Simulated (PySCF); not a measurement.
[DyCl4]− at several levels of theory

Computed with PySCF 2.14.0 (density fitting, no spin-orbit coupling) at the geometry relaxed with BP86:

```xyz
5
[DyCl4]− (singlet in the valence; each metal's 4f electrons, 9 of them, lie in its core potential, out of spins and levels)
Dy    0.0000    0.0000    0.0000
Cl    1.4667    1.4667    1.4667
Cl   -1.4667   -1.4667    1.4667
Cl    1.4667   -1.4667   -1.4667
Cl   -1.4667    1.4667   -1.4667
```

```tsv
level	basis	state	HOMO (eV)	gap (eV)	charge on Dy1 (e)	population of f-type functions on Dy1 (polarisation alone where 4f lies in the core)	dipole about the centre of mass (D)	largest force component (eV/Å)
BP86	Dy lcecp-1-SVP with ECP55, Cl def2-SVP	singlet	-3.14	6.10	0.53	0.04	0.00	0.00
PBE0	the same	singlet	-4.50	7.94	0.74	0.05	0.00	0.06
CAM-B3LYP	the same	singlet	-5.75	9.81	0.66	0.05	0.00	0.04
TPSS	the same	singlet	-3.23	6.32	0.70	0.04	0.00	0.04
BP86	Dy lcecp-1-TZVP with ECP55, Cl def2-TZVP	singlet	-3.49	6.08	1.17	0.05	0.00	0.03
```

In the lcecp rows the 4f levels are missing from HOMO and gap, and the state counts the valence alone.

Charges are Mulliken's, which hang on the basis. The relaxation used the grid (50, 194), these runs (75, 302) or, all-electron (x2c bases, spin-free X2C Hamiltonian), (99, 590).

Q: What does revPBE with Dy lcecp-1-SVP with ECP55, Cl def2-SVP give here?

A: state singlet, HOMO (eV) -3.02, gap (eV) 5.99, charge on Dy1 (e) 0.60, population of f-type functions on Dy1 (polarisation alone where 4f lies in the core) 0.04, dipole about the centre of mass (D) 0.00, largest force component (eV/Å) 0.08. Time: 13 s on 2 threads of AMD EPYC 7571 (shared host), from an already converged density.

In the first row's basis the gap widens with exact exchange: 6.0 to 6.3 eV for revPBE, BP86, TPSS (none); 7.9 eV for PBE0 (a fixed share); 9.8 eV for CAM-B3LYP (rising or full at long range).

An lcecp potential fixes the number of 4f electrons, so in runs with it no electron can move into or out of that shell.
